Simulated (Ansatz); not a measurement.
Be2Se2. The state is a quintet with charge 0. Geometry r2SCAN-D4/def2-TZVP; atoms count from 1.

```xyz
4

Be    0.6529    0.0980   -1.2173
Be   -0.6529   -0.0980    1.2173
Se   -1.6120    0.1867   -0.8496
Se    1.6120   -0.1867    0.8496
```

At PBE0-D4/def2-TZVP a singlet of charge 0 lies 5.78 eV below the quintet, each at its own geometry. The structure comes from a short search, and lower isomers may exist.

Q: Estimate the Mulliken populations from the PBE0/def2-TZVP orbitals of Ansatz.

A: 
```csv
atom,charge (e),spin (α − β)
Be1,-0.01,0.94
Be2,-0.01,0.94
Se3,0.01,1.06
Se4,0.01,1.06
```
Mulliken values and Mayer orders depend strongly on the basis.

Q: Where does the spin sit?

A: Summed by element: Be 1.87, Se 2.13, of 4 unpaired in all. Largest on single atoms: Se3 1.06, Se4 1.06, Be1 0.94.

Q: And the Mayer bond orders between bonded heavy atoms (over 0.3)?

A: Be1–Se3 0.73 (2.30 Å); Be1–Se4 0.73 (2.30 Å); Be2–Se3 0.73 (2.30 Å); Be2–Se4 0.73 (2.30 Å).
